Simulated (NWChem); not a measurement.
Species: CH$_{6}$BeGe; SMILES [CH3][Be][GeH3]

Program: NWChem. Pople sets run with spherical d functions. Medium grid unless said otherwise, to which SCAN and Minnesota functionals are sensitive. The geometry was optimised at PBE0/def2-SVP. Hybrids' shares of exact exchange are those that their runs print; pure functionals count as 0. The functionals differ in more than this share.

```
row            share of exact exchange  highest occupied level (eV)
-------------  -----------------------  ---------------------------
PBE/6-31G*                        0.00                        -6.34
SCAN/6-31G*                       0.00                        -6.63
B3LYP/6-31G*                      0.20                        -7.29
M06/6-31G*                        0.27                        -7.42
MPW1K/6-31G*                      0.43                        -8.39
M06-2X/6-31G*                     0.54                     withheld
```

Problem. Fit a straight line of the last column on the one before it, predict the withheld value, and compare with the run.

Solution. 
1. Means of the 5 shown rows: x = 0.180, y = -7.214. Slope Σ(x − x̄)(y − ȳ)/Σ(x − x̄)² = -0.5765/0.1358 = -4.245; intercept -6.450.
2. The shown rows scatter about the line by 0.133 (root mean square); the largest residual is -0.18, at SCAN/6-31G*.
3. At x = 0.54 (M06-2X/6-31G*; beyond the shown range) the line gives -8.74.
4. The run gives -8.60, +0.14 from the line, 1.1 times the scatter.
